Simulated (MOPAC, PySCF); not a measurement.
C₄H₅BO₂, SMILES `Bc1occc1O`, neutral singlet in the gas phase. 

Z-matrix (Å, degrees):
```
C
O 1 1.4019
C 2 1.3391 1 107.97
C 3 1.3832 2 112.63 1 0.00
H 4 1.0943 3 127.83 2 -180.00
H 3 1.0971 2 116.07 1 180.00
C 1 1.4166 2 106.47 3 0.00
O 7 1.3371 1 126.55 2 -180.00
H 8 0.9819 7 106.92 1 0.00
B 1 1.4937 2 124.04 3 180.00
H 10 1.2126 1 123.58 2 0.00
H 10 1.2262 11 119.54 1 180.00
```
Charge 0, spin multiplicity 1.

All levels are single points at this geometry (PBE-D3(BJ)/def2-SVP); Pople sets use spherical d functions. Orbital energies aren't observables, and empty levels follow the basis.

AM1 in MOPAC gives gap (eV) = 9.24.

Q: Estimate the gap (eV) from each of these levels: PBE-D3(BJ)/def2-TZVP in PySCF; B3LYP/3-21G in PySCF; B3LYP/6-311+G** in PySCF; B3LYP/6-31G* in PySCF; BP86/6-31G* in PySCF; M06-2X/6-31G* in PySCF; PBE/6-31G* in PySCF; SVWN5/6-31G* in PySCF; HF/3-21G in PySCF; HF/6-31G* in PySCF; HF/STO-3G in PySCF; PM3 in MOPAC.

A: 
```tsv
level	gap (eV)
PBE-D3(BJ)/def2-TZVP in PySCF	3.26
B3LYP/3-21G in PySCF	4.88
B3LYP/6-311+G** in PySCF	4.71
B3LYP/6-31G* in PySCF	4.84
BP86/6-31G* in PySCF	3.35
M06-2X/6-31G* in PySCF	7.16
PBE/6-31G* in PySCF	3.34
SVWN5/6-31G* in PySCF	3.30
HF/3-21G in PySCF	10.98
HF/6-31G* in PySCF	10.91
HF/STO-3G in PySCF	12.16
PM3 in MOPAC	8.89
```
